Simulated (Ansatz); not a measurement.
Program: Ansatz. Geometries: PBE0-D4/def2-TZVP. ΔE: electronic, gas phase. CCSD(T)/CBS adds triple-zeta CCSD(T) − MP2 to the extrapolated MP2 energy (def2 sets, frozen cores). This one scheme is used for every species. DFT in def2-TZVPP. B3LYP here is the variant with VWN-RPA as its local correlation; programs differ in this. HSE06 is defined as in plane-wave codes. def2 core potentials past Kr. For Hf outer-core shells are correlated without core-valence functions, which leaves a few kJ/mol of doubt a bond. Each species was taken in one conformer, which may not be the lowest.

Reaction (ligand exchange at the Hf–O bond): `[OH][Hf]([SH])([SH])[SH]` + H–F → `[F][Hf]([SH])([SH])[SH]` + H₂O

| level | ΔE (kJ/mol) |
| --- | --- |
| revPBE-D4 | -46.2 |
| B3LYP-D4 | -43.4 |
| CAM-B3LYP-D4 | -42.1 |
| BLYP | -52.2 |
| r2SCAN | -46.9 |
| HSE06 | -43.5 |
| RPA@PBE/def2-TZVPP | -38.3 |
| MP2/CBS(def2) | -32.3 |

Question: What does CCSD(T)/CBS give? (Best estimate.)

Answer: Ansatz gave: -36.4 kJ/mol. The listed levels differ from it by -9.8, -7.0, -5.7, -15.8, -10.5, -7.1, -1.9, 4.1 kJ/mol.

Largest T1 diagnostic among the species: 0.016.

Leaving LDA and LC-ωPBE aside and taking each functional with its dispersion term where it has one, the values, not all of them listed here, spread over 11.1 kJ/mol, from B97M-V to PBE-QIDH. LDA lies +9.0 kJ/mol from PBE without D4. From r2SCAN to r2SCAN0 (25 % exact exchange), in def2-TZVPP and without D4, ΔE moves by +4.5 kJ/mol.
